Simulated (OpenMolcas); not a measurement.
**Ce3+ in cubic eightfold coordination: ligands and hosts compared**

```yaml
Program: OpenMolcas 26.06
Method: CASSCF
Active_space: 1 electron in 7 orbitals (4f)
Spin-orbit_coupling: RASSI with atomic mean-field integrals over the reference wave functions
```

Distances were set from a Shannon-type radius of the metal (high-spin where two are listed) plus a fixed donor radius (F 1.31, O 1.38 Å), in hosts weighted 0.65 to 0.35 with the host's distance in the model lattice. Anionic complexes are neutralised by point charges, and hosts are embedded clusters. Ligand basis ANO-RCC-VDZP. States (labels of O, the rotations of Oh). Energies in cm-1 above the lowest state or level, χT in cm3 K/mol; under a threefold ground state the first gap can be a small split of the lowest multiplet, not the spin-orbit step.

```csv
Ligand or host,R (Å),Metal basis,Outer charge (e at Å behind ligand),Ground state,First state of that spin,First gap with spin-orbit (degeneracies),Width of lowest J,χT at 300 K
BaF2,2.534,ANO-RCC-VDZP,,2T2,2T1 16.4,"374.7 (4, 2)",375,0.717
F,2.45,ANO-RCC-VDZP,0.62 at 2.4,2T2,2T1 18.7,"406.7 (4, 2)",407,0.705
SrF2,2.473,ANO-RCC-VDZP,,2T2,2T1 42.0,"420.0 (4, 2)",420,0.697
CaF2,2.422,ANO-RCC-VDZP,,2T2,2T1 71.1,"456.1 (4, 2)",456,0.680
O,2.52,ANO-RCC-VDZP,1.6 at 2.6,2T1,2T2 200.9,"497.1 (4, 2)",497,0.690
```

The rows also differ in their outer charges, so part of each step comes from that.

The width of the lowest J multiplet rises in the order BaF2 < F < SrF2 < CaF2 < O, by a factor of 1.33 from first to last.

The oxide ions are held by bare point charges, a crude embedding (holds for O). No measured value stands beside these numbers; the geometry is a model, was not optimised and need not be the one that this ion takes.
